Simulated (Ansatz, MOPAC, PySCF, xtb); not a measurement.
The molecule ZnTe, closed-shell singlet (lowest of 2S+1 = 1, 3 at CCSD(T)/def2-TZVPP on PBE0 minima; our sources give no spin for the ground state, which may be another). No spin–orbit coupling. Zn is treated without relativity.

The constants come from a fifth-degree fit in 1/R (seven points, main isotopes). Runs in def2 and cc sets follow the lowest solution found near the PBE0 minimum. The singlet is held restricted. HF and MP2 rows in def2 and cc sets belong to the determinant that coupled cluster picked by its CCSD energy.

The values were computed with Ansatz (a first-principles code) with Gaussian orbitals; MOPAC for PM6 (differences of heats of formation); PySCF for 3-21G rows, LANL2DZ rows, STO-3G rows; xtb for the GFN methods. Values without a source in brackets are computed. In def2 rows elements past Kr take small-core potentials, without spin–orbit coupling.

| level | r_e (Å) | ω_e (cm⁻¹) | α_e (cm⁻¹) | B_e (cm⁻¹) | dipole (D) |
|---|---|---|---|---|---|
| PM6 | 2.424 | 184 | 0.00055 | 0.0670 | - |
| GFN1-xTB | 2.336 | 379 | 0.00035 | 0.0721 | - |
| GFN2-xTB | 2.318 | 322 | 0.00041 | 0.0733 | - |
| HF/STO-3G | 2.308 | 426 | 0.00013 | 0.0738 | 3.19 |
| HF/3-21G | 2.458 | 225 | 0.00029 | 0.0651 | 7.03 |
| HF/def2-TZVPP | 2.421 | 243 | 0.00032 | 0.0672 | - |
| HF/def2-QZVPP | 2.415 | 244 | 0.00032 | 0.0675 | - |
| SVWN5/def2-TZVPP | 2.326 | 282 | 0.00028 | 0.0727 | 3.77 |
| PBE/def2-TZVPP | 2.379 | 260 | 0.00028 | 0.0695 | 3.96 |
| BP86/LANL2DZ | 2.474 | 228 | 0.00026 | 0.0643 | 4.80 |
| r2SCAN/def2-TZVPP | 2.347 | 277 | 0.00027 | 0.0714 | 4.35 |
| B97M-V/def2-TZVPP | 2.386 | 254 | 0.00030 | 0.0691 | 4.05 |
| B3LYP/LANL2DZ | 2.485 | 219 | 0.00028 | 0.0637 | 4.94 |
| B3LYP/def2-TZVPP | 2.396 | 250 | 0.00030 | 0.0685 | 4.27 |
| PBE0/def2-TZVPP | 2.369 | 266 | 0.00028 | 0.0701 | 4.64 |
| BHLYP/def2-TZVPP | 2.388 | 254 | 0.00030 | 0.0690 | 4.98 |
| CAM-B3LYP/def2-TZVPP | 2.372 | 259 | 0.00031 | 0.0699 | 4.60 |
| wB97X-V/def2-TZVPP | 2.364 | 266 | 0.00030 | 0.0704 | 5.08 |
| wB97M-V/def2-TZVPP | 2.370 | 261 | 0.00030 | 0.0700 | 4.86 |
| B2PLYP/def2-TZVPP | 2.376 | 263 | 0.00028 | 0.0697 | - |
| MP2/def2-TZVPP | 2.346 | 281 | 0.00025 | 0.0715 | - |
| MP2/def2-QZVPP | 2.325 | 287 | 0.00024 | 0.0728 | - |
| MP2/CBS(def2-TZVPP, def2-QZVPP) | 2.314 | 291 | 0.00023 | 0.0735 | - |
| SCS-MP2/def2-TZVPP | 2.371 | 268 | 0.00027 | 0.0700 | - |
| SCS-MP2/def2-QZVPP | 2.350 | 274 | 0.00025 | 0.0712 | - |
| CCSD/def2-TZVPP | 2.389 | 254 | 0.00029 | 0.0689 | - |
| CCSD/def2-QZVPP | 2.365 | 264 | 0.00028 | 0.0703 | - |
| CCSD(T)/def2-TZVPP | 2.385 | 259 | 0.00028 | 0.0692 | - |
| CCSD(T)/def2-QZVPP | 2.362 | 268 | 0.00027 | 0.0706 | - |
| CCSD(T)/CBS(def2-TZVPP, def2-QZVPP) | 2.349 | 274 | 0.00026 | 0.0713 | - |

Correlated levels freeze the inner cores; with def2 sets outer-core shells near the valence are correlated too. CBS(a, b) extrapolates the correlation energy as X⁻³ and adds the Hartree–Fock energy of set b. Rows in 3-21G, LANL2DZ, STO-3G carry no dispersion term and start afresh at each structure; the Pople sets are all-electron and without relativity. LANL2DZ brings its own core potentials from Na on. The state that PM6 reach isn't checked.

Doubts at one or more of the structures used: a restricted determinant that unrestricted orbitals would lower (HF/def2-TZVPP, HF/def2-QZVPP, B2PLYP/def2-TZVPP, MP2/def2-TZVPP, MP2/def2-QZVPP, MP2/CBS(def2-TZVPP, def2-QZVPP), SCS-MP2/def2-TZVPP, SCS-MP2/def2-QZVPP, CCSD/def2-TZVPP, CCSD/def2-QZVPP, CCSD(T)/def2-TZVPP, CCSD(T)/def2-QZVPP, CCSD(T)/CBS(def2-TZVPP, def2-QZVPP)).
